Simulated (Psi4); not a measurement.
CdI, charge +1, singlet, at a GFN2-xTB geometry (such geometries of metal compounds can be far from the true shape) (core potentials on Cd, I); B3LYP/def2-SVP in Psi4.

Here is a job for Psi4.
```
memory 2 GB

molecule {
1 1
Cd   -0.00000000   -0.00000000   -1.34136029
I     0.00000000    0.00000000    1.21481687
}

set {
  basis def2-svp
  scf_type pk
  puream true
  d_convergence 1e-8
  dft_radial_points 99
  dft_spherical_points 590
}

energy('b3lyp')
print_variables()
```

Output, abridged:

```
   => Loading Basis Set <=

    Name: DEF2-SVP
    Role: ORBITAL
    Keyword: BASIS

    !!!  WARNING: ECP capability is in beta. Please check occupations closely.  !!!

         ---------------------------------------------------------
                                   SCF
               by Justin Turney, Rob Parrish, Andy Simmonett
                          and Daniel G. A. Smith
                              RKS Reference
         ---------------------------------------------------------

  ==> Geometry <==

    Molecular point group: c2v
    Full point group: C_inf_v

    Geometry (in Angstrom), charge = 1, multiplicity = 1:

       Center              X                  Y                   Z               Mass
    ------------   -----------------  -----------------  -----------------  -----------------
         CD           0.000000000000     0.000000000000    -1.347092007583   113.903365090000
         I            0.000000000000     0.000000000000     1.209085152417   126.904471900000

  Running in c2v symmetry.

  Rotational constants: A = ************  B =      0.04298  C =      0.04298 [cm^-1]
  Rotational constants: A = ************  B =   1288.52377  C =   1288.52377 [MHz]
  Nuclear repulsion =  103.509494363450159

  Charge       = 1
  Multiplicity = 1
  Electrons    = 44
  Nalpha       = 22
  Nbeta        = 22

  ==> Algorithm <==

  SCF Algorithm Type is PK.
  DIIS enabled.
  MOM disabled.
  Fractional occupation disabled.
  Guess Type is SAD.
  Energy threshold   = 1.00e-06
  Density threshold  = 1.00e-08
  Integral threshold = 1.00e-12

  ==> Primary Basis <==

  Basis Set: DEF2-SVP
    Blend: DEF2-SVP
    Number of shells: 21
    Number of basis functions: 57
    Number of Cartesian functions: 64
    Spherical Harmonics?: true
    Max angular momentum: 3

  Core potential: DEF2-SVP
    Number of shells: 8
    Number of ECP primitives: 43
    Number of ECP core electrons: 56
    Max angular momentum: 3

  ==> DFT Potential <==

   => LibXC <=

    Version 7.1.2
    S. Lehtola, C. Steigemann, M. J. T. Oliveira, and M. A. L. Marques,  SoftwareX 7, 1–5 (2018) (10.1016/j.softx.2017.11.002)

   => Composite Functional: B3LYP <=

    B3LYP Hyb-GGA Exchange-Correlation Functional

    P. J. Stephens, F. J. Devlin, C. F. Chabalowski, and M. J. Frisch,  J. Phys. Chem. 98, 11623 (1994) (10.1021/j100096a001)

    Deriv               =              1
    GGA                 =           TRUE
    Meta                =          FALSE

    Exchange Hybrid     =           TRUE
    MP2 Hybrid          =          FALSE

   => Exchange Functionals <=

    0.0800   Slater exchange
    0.7200         Becke 88

   => Exact (HF) Exchange <=

    0.2000               HF

   => Correlation Functionals <=

    0.1900   Vosko, Wilk & Nusair (VWN5_RPA)
    0.8100   Lee, Yang & Parr

   => LibXC Density Thresholds  <==

    XC_HYB_GGA_XC_B3LYP:  1.00E-15

   => Molecular Quadrature <=

    Radial Scheme          =       TREUTLER
    Pruning Scheme         =           NONE
    Nuclear Scheme         =       TREUTLER

    Blocking Scheme        =         OCTREE
    BS radius alpha        =              1
    Pruning alpha          =              1
    Radial Points          =             99
    Spherical Points       =            590
    Total Points           =         105606
    Total Blocks           =            926
    Max Points             =            256
    Max Functions          =             57
    Weights Tolerance      =       1.00E-15

  ==> Integral Setup <==

  Using in-core PK algorithm.
   Calculation information:
      Number of atoms:                   2
      Number of AO shells:              21
      Number of primitives:             42
      Number of atomic orbitals:        64
      Number of basis functions:        57

      Integral cutoff                 1.00e-12
      Number of threads:                 1

  Performing in-core PK
  Using 2734062 doubles for integral storage.
  We computed 26233 shell quartets total.
  Whereas there are 26796 unique shell quartets.

  ==> DiskJK: Disk-Based J/K Matrices <==

    J tasked:                  Yes
    K tasked:                  Yes
    wK tasked:                  No
    Schwarz Cutoff:          1E-12

  Minimum eigenvalue in the overlap matrix is 2.3736927579E-02.
  Reciprocal condition number of the overlap matrix is 6.6558174818E-03.
    Using symmetric orthogonalization.

  ==> Pre-Iterations <==

  SCF Guess: Superposition of Atomic Densities via on-the-fly atomic UHF (no occupation information).

   -------------------------
    Irrep   Nso     Nmo
   -------------------------
     A1        26      26
     A2         5       5
     B1        13      13
     B2        13      13
   -------------------------
    Total      57      57
   -------------------------

  ==> Iterations <==

                        Total Energy        Delta E     RMS |[F,P]|

   @RKS iter SAD:  -462.14813023919231   -4.62148e+02   0.00000e+00
    Occupation by irrep:
             A1    A2    B1    B2
    DOCC [    11,    2,    4,    5 ]
    NA   [    11,    2,    4,    5 ]
    NB   [    11,    2,    4,    5 ]

   @RKS iter   1:  -465.00305556761015   -2.85493e+00   1.89457e-02 ADIIS/DIIS
    Occupation by irrep:
             A1    A2    B1    B2
    DOCC [    10,    2,    5,    5 ]
    NA   [    10,    2,    5,    5 ]
    NB   [    10,    2,    5,    5 ]

   @RKS iter   2:  -462.87232476360646    2.13073e+00   4.75778e-02 ADIIS/DIIS
   @RKS iter   3:  -465.28972902186820   -2.41740e+00   5.84521e-03 ADIIS/DIIS
   @RKS iter   4:  -465.30433069850238   -1.46017e-02   1.48997e-03 ADIIS/DIIS
   @RKS iter   5:  -465.30526354538353   -9.32847e-04   3.25926e-04 ADIIS/DIIS
   @RKS iter   6:  -465.30531773281217   -5.41874e-05   2.30920e-04 ADIIS/DIIS
   @RKS iter   7:  -465.30537552646859   -5.77937e-05   3.45156e-05 DIIS
   @RKS iter   8:  -465.30537630535343   -7.78885e-07   8.06197e-06 DIIS
   @RKS iter   9:  -465.30537633714789   -3.17945e-08   1.90093e-06 DIIS
   @RKS iter  10:  -465.30537633953350   -2.38560e-09   1.74421e-07 DIIS
   @RKS iter  11:  -465.30537633955970   -2.62048e-11   3.08354e-08 DIIS
   @RKS iter  12:  -465.30537633956050   -7.95808e-13   7.60175e-10 DIIS
  Energy and wave function converged.

  ==> Post-Iterations <==

   Electrons on quadrature grid:
      Ntotal   =   44.0000009475 ; deviation = 9.475e-07

    Orbital Energies [Eh]
    ---------------------

    Doubly Occupied:

       1A1    -7.053969     2A1    -5.083541     1B1    -5.064694
       1B2    -5.064694     3A1    -4.459471     4A1    -2.967096
       2B2    -2.963117     2B1    -2.963117     5A1    -2.130692
       3B1    -2.124870     3B2    -2.124870     6A1    -2.108994
       1A2    -2.108993     7A1    -0.905560     4B2    -0.811913
       4B1    -0.811913     8A1    -0.805950     2A2    -0.805729
       9A1    -0.805729    10A1    -0.551218     5B2    -0.466777
       5B1    -0.466777

    Virtual:

      11A1    -0.385824     6B1    -0.231989     6B2    -0.231989
      12A1    -0.155992    13A1    -0.088560    14A1     0.039973
       7B1     0.077836     7B2     0.077836    15A1     0.145210
       8B2     0.158312     8B1     0.158312    16A1     0.212686
       3A2     0.212686     9B1     0.237569     9B2     0.237569
      17A1     0.240386    18A1     0.293071     4A2     0.293071
      19A1     0.408946    10B2     0.447543    10B1     0.447543
      20A1     0.690108    21A1     1.832795    11B2     2.408744
      11B1     2.408744     5A2     2.409135    22A1     2.409136
      12B1     2.411730    12B2     2.411730    23A1     2.420817
      13B1    18.384096    13B2    18.384096    24A1    18.556426
      25A1    55.668710    26A1    55.946920

    Final Occupation by Irrep:
             A1    A2    B1    B2
    DOCC [    10,    2,    5,    5 ]
    NA   [    10,    2,    5,    5 ]
    NB   [    10,    2,    5,    5 ]

  @RKS Final Energy:  -465.30537633956050

   => Energetics <=

    Nuclear Repulsion Energy =            103.5094943634501590
    One-Electron Energy =               -1010.8665624143611694
    Two-Electron Energy =                 472.5453510357427263
    DFT Exchange-Correlation Energy =     -30.4936593243922047
    Empirical Dispersion Energy =           0.0000000000000000
    VV10 Nonlocal Energy =                  0.0000000000000000
    Total Energy =                       -465.3053763395604960

Computation Completed

Properties will be evaluated at   0.000000,   0.000000,   0.000000 [a0]

Properties computed using the SCF density matrix

 Multipole Moments:

 ------------------------------------------------------------------------------------
     Multipole            Electronic (a.u.)      Nuclear  (a.u.)        Total (a.u.)
 ------------------------------------------------------------------------------------

 L = 1.  Multiply by 2.5417464519 to convert [e a0] to [Debye]
 Dipole X            :          0.0000000            0.0000000            0.0000000
 Dipole Y            :          0.0000000            0.0000000            0.0000000
 Dipole Z            :         -8.4632170            6.2082958           -2.2549212
 Magnitude           :                                                    2.2549212

 ------------------------------------------------------------------------------------

  Variable Map:
  ----------------------------------------------------------------------------
  "CURRENT ENERGY"              =>    -465.305376339560
  "CURRENT REFERENCE ENERGY"    =>    -465.305376339560
  "DD SOLVATION ENERGY"         =>       0.000000000000
  "DFT FUNCTIONAL TOTAL ENERGY" =>    -465.305376339560
  "DFT TOTAL ENERGY"            =>    -465.305376339560
  "DFT VV10 ENERGY"             =>       0.000000000000
  "DFT XC ENERGY"               =>     -30.493659324392
  "GRID ELECTRONS ALPHA"        =>      22.000000473768
  "GRID ELECTRONS BETA"         =>      22.000000473768
  "GRID ELECTRONS TOTAL"        =>      44.000000947535
  "NUCLEAR REPULSION ENERGY"    =>     103.509494363450
  "ONE-ELECTRON ENERGY"         =>   -1010.866562414361
  "PCM POLARIZATION ENERGY"     =>       0.000000000000
  "PE ENERGY"                   =>       0.000000000000
  "SCF ITERATION ENERGY"        =>    -465.305376339560
  "SCF ITERATIONS"              =>      12.000000000000
  "SCF TOTAL ENERGY"            =>    -465.305376339560
  "TWO-ELECTRON ENERGY"         =>     472.545351035743
  "XC GRID RADIAL POINTS"       =>      99.000000000000
  "XC GRID SPHERICAL POINTS"    =>     590.000000000000
  "XC GRID TOTAL POINTS"        =>  105606.000000000000

  Array Variable Map:
  ----------------------------------------------------------------------------
  "CURRENT DIPOLE"              =>       0.000000000000 ... -2.254921238391 1 by 3
  "SCF DIPOLE"                  =>       0.000000000000 ... -2.254921238391 1 by 3
  "SCF TOTAL ENERGIES"          =>    -462.148130239192 ... -465.305376339560 1 by 13
```
